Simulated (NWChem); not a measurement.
C=CB(F)Cl (C2H3BClF), optimised at PBE0/def2-SVP with NWChem:

- highest occupied level (eV): -8.47
- orbital gap (eV): 6.76
- dipole (D): 1.97
- highest harmonic frequency (cm⁻¹): 3257
- zero-point energy (kcal/mol): 32.0

All stand in one matching conformer (torsions within 35°), which need not be the lowest.

### Question
One F atom is replaced by Cl, giving C=CB(Cl)Cl (C₂H₃BCl₂), optimised at the same level. How do these values move?

### Answer
| quantity | new value | change |
|---|---|---|
| highest occupied level (eV) | -8.43 | +0.04 |
| orbital gap (eV) | 6.40 | -0.36 |
| dipole (D) | 1.85 | -0.12 |
| highest harmonic frequency (cm⁻¹) | 3257 | 0 |
| zero-point energy (kcal/mol) | 31.0 | -1.0 |
